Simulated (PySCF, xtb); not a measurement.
C₂H₅O, SMILES [CH2]OC, multiplicity 2.

Harmonic wavenumbers (cm⁻¹) from GFN2-xTB run with xtb at its own minimum, in rising order: 133, 273, 419, 480, 970, 1060, 1117, 1186, 1275, 1372, 1407, 1461, 1475, 2908, 2930, 3026, 3088, 3171.

Q: What does PBE-D3(BJ)/def2-TZVP (PySCF 2.14.0) give at its own minimum? (The exact figures need the calculation; the answer reports its results.)

A: 165, 292, 419, 510, 939, 1099, 1125, 1208, 1250, 1403, 1431, 1440, 1450, 2931, 2990, 3046, 3071, 3197. Paired by order, the mean absolute difference is 25 cm⁻¹ and the zero-point energies are 39.7 and 40.0 kcal/mol.
